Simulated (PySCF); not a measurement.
**29Si chemical shifts**

PySCF calculation with shieldings: GIAO PBE0/pcSseg-1 and structure optimised with GFN2-xTB; no solvent, non-relativistic Hamiltonian, averaged over atoms made equivalent by symmetry, fast rotation or ring inversion, one conformer.

Shieldings were converted by a linear fit to measured shifts: 29Si: δ = 279.94 − 0.822σ (rms 8.9 ppm, 72 shifts, 25.8 ppm with the 6 outliers that the fit left out vs TMS, solution or neat liquid). Occasional misses reach two or three times the rms, and more in compound classes unlike the fitted ones.

Give the 29Si shifts of `O=C(O)CO[SiH2]N[SiH3]`, `Cc1ccoc1N([SiH3])[SiH3]`, `N[Si@H](P)CC[SiH3]`, `C[Si@@H](F)[SiH3]`, `CC[Si@@H]1OC[SiH2][C@@H]1C#N`.

## Answers


| compound | environment | δ (ppm) |
| --- | --- | --- |
| [O:1]=[C:2]([OH:3])[CH2:4][O:5][SiH2:6][NH:7][SiH3:8] | Si6: silicon bonded to N, O, 2 H | -26.4 |
| [O:1]=[C:2]([OH:3])[CH2:4][O:5][SiH2:6][NH:7][SiH3:8] | Si8: silicon bonded to N, 3 H | -60.3 |
| Cc1ccoc1N([SiH3])[SiH3] | silicon bonded to N, 3 H (×2) | -49.8 |
| [NH2:1][Si@H:2]([PH2:3])[CH2:4][CH2:5][SiH3:6] | Si2: silicon bonded to C, N, P, H | -12.7 |
| [NH2:1][Si@H:2]([PH2:3])[CH2:4][CH2:5][SiH3:6] | Si6: silicon bonded to C, 3 H | -61.2 |
| [CH3:1][Si@@H:2]([F:3])[SiH3:4] | Si2: silicon bonded to C, F, Si, H | 18.9 |
| [CH3:1][Si@@H:2]([F:3])[SiH3:4] | Si4: silicon bonded to Si, 3 H | -106.7 |
| [CH3:1][CH2:2][Si@@H:3]1[O:4][CH2:5][SiH2:6][C@@H:7]1[C:8]#[N:9] | Si3: silicon bonded to 2 C, O, H, in a 5-membered ring | 6.6 |
| [CH3:1][CH2:2][Si@@H:3]1[O:4][CH2:5][SiH2:6][C@@H:7]1[C:8]#[N:9] | Si6: silicon bonded to 2 C, 2 H, in a 5-membered ring | -28.2 |
